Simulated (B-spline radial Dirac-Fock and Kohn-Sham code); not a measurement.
Relativistic shifts of the levels of V⁴⁺

System: the V⁴⁺ ion, configuration [Ar] 3d1.

Both columns are ΔSCF binding energies of the configuration average from a radial atomic solver: non-relativistic Hartree-Fock with a point nucleus, and Dirac-Fock with a finite nucleus and the Coulomb interaction alone, averaged over the two j levels with weights 2j+1.

```tsv
shell	Hartree-Fock (eV)	Dirac-Fock (eV)	shift (eV)	shift (%)
1s	5507.4	5546.3	+38.83	+0.70
2s	697.4	705.0	+7.62	+1.09
2p	591.1	592.0	+0.95	+0.16
3s	138.6	139.8	+1.18	+0.85
3p	106.0	106.1	+0.14	+0.13
3d	64.47	64.18	-0.29	-0.45
```

Relativity binds 1s, 2s, 2p, 3s, 3p more strongly, among those listed most of all 2s in relative terms, and 3d more weakly, because the contracted s and p shells screen the nucleus better.

Values without a named source are computed, but for edge energies of neutral atoms, which are taken from tables.
